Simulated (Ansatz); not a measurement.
A nudged elastic band was laid between two geometries of CH8BGeNO (13 atoms, charge 0, multiplicity 1).

Theory: RKS revPBE-D4/def2-SVP in Ansatz.

| Item | Value |
| --- | --- |
| movable images | 5 |
| climbing image | yes |
| spring | 5.0 eV/Å² |
| optimiser | quadratic models (default) |
| start path | IDPP |
| force threshold | 0.05 eV/Å |
| iteration limit | 60 |
| end points | relaxed |

Image 0:

```xyz
13
Properties=species:S:1:pos:R:3
B -1.679 2.014 0.214
N -0.712 1.170 0.781
C 0.286 0.402 0.075
O -0.024 -0.980 0.189
Ge 1.142 -2.192 -0.498
H -2.478 2.568 0.947
H -1.675 2.178 -0.994
H -0.717 0.987 1.789
H 0.284 0.743 -0.986
H 1.299 0.610 0.503
H 1.275 -1.965 -2.032
H 0.495 -3.555 -0.167
H 2.525 -2.015 0.195
```

Image 6:

```xyz
13
Properties=species:S:1:pos:R:3
B -1.683 2.012 0.223
N -0.709 1.170 0.782
C 0.285 0.404 0.068
O -0.025 -0.978 0.179
Ge 1.143 -2.192 -0.501
H -1.688 2.179 -0.983
H -2.477 2.561 0.964
H -0.707 0.985 1.789
H 0.278 0.749 -0.992
H 1.301 0.611 0.492
H 1.285 -1.968 -2.034
H 0.493 -3.553 -0.168
H 2.524 -2.013 0.197
```

Question: Which bonds break or form, and what moves?

Answer: No bond is made or broken. The dihedral H7–B1–N2–C3 goes from -3 to 178°. The two ends are copies of one structure, up to a mirror image or an exchange of like atoms.

Question: What energy profile does the band end with?

Answer: It converged. The highest image is number 3 of 0 to 6, 33.3 kcal/mol above the ends, which have the same energy within 2 meV. A vibrational analysis at the climbing image gives one clearly imaginary mode, 755i cm⁻¹: a first-order saddle point.

| image | path coordinate (Å) | energy (kcal/mol) | dihedral H7–B1–N2–C3 (°) |
| --- | --- | --- | --- |
| 0 | 0.00 | 0.0 | -3 |
| 1 | 0.98 | 2.8 | -27 |
| 2 | 1.95 | 17.7 | -73 |
| 3 | 2.93 | 33.3 | -121 |
| 4 | 4.03 | 10.0 | -153 |
| 5 | 5.13 | 0.6 | 177 |
| 6 | 6.23 | 0.0 | 178 |

Question: What is the geometry of the highest image?

Answer: 
```xyz
13
Properties=species:S:1:pos:R:3
B -1.498 1.931 0.124
N -0.143 1.631 0.636
C 0.569 0.530 0.029
O -0.079 -0.726 0.276
Ge 0.672 -2.253 -0.353
H -2.408 1.113 0.155
H -1.724 3.041 -0.342
H -0.205 1.441 1.650
H 0.650 0.723 -1.068
H 1.609 0.509 0.437
H 0.729 -2.206 -1.910
H -0.265 -3.372 0.155
H 2.112 -2.396 0.227
```

Question: What are the harmonic wavenumbers there?

Answer: 755i, 40, 93, 135, 170, 211, 362, 522, 601, 613, 724, 809, 830, 854, 925, 951, 970, 977, 1108, 1172, 1218, 1237, 1367, 1379, 1455, 2053, 2058, 2120, 2460, 2539, 2897, 2939, 3391 cm⁻¹.

Time of the run: 3.8 min on 2 threads of Arm Neoverse V1 (shared host), peak memory 0.17 GiB.
